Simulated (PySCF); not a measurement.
A small calculation by hand: chemical shift, span and skew from a shielding tensor

C3H5FSi, SMILES FC=C=C[SiH3]. Atoms are numbered in the order given.

```xyz
10

F      2.6602     0.1393    -0.6516
C      1.6232     0.8989    -0.2886
C      0.5737     0.4289     0.3412
C     -0.5128    -0.0095     0.9270
Si    -2.0018    -0.6236    -0.0430
H      1.7371     1.9531    -0.5596
H     -0.5492    -0.0242     2.0270
H     -3.2072     0.1831     0.3195
H     -2.2785    -2.0510     0.3030
H     -1.7231    -0.4951    -1.5014
```
Charge 0, spin multiplicity 1.

Geometry: PBE0-D3(BJ)/def2-SVP. The structure was generated by enumeration, and PubChem lists no compound with its InChIKey, so it may never have been made.

GIAO shieldings from PySCF with KT2/pcSseg-1, non-relativistic, no solvent. The symmetric part of the tensor of C4 has the principal values 15.0, 76.4, 170.7 ppm. The same nucleus in TMS has σ = 185.1 ppm at this level (PySCF, at its B3LYP-D3(BJ)/def2-TZVP geometry).

**Question.** Work out the isotropic shielding, the ¹³C shift against TMS, the span and the skew.

**Answer.** 
σ(iso) = (σ11 + σ22 + σ33)/3 = 87.4 ppm. δ = σ(ref) − σ(iso) = 185.1 − (87.4) = 97.7 ppm.
Span Ω = σ33 − σ11 = 155.7 ppm. Skew κ = 3(σ(iso) − σ22)/Ω = 0.21. Tumbling in solution averages the tensor to δ; in a static solid the shielding alone would spread this spin-1/2 line over Ω.
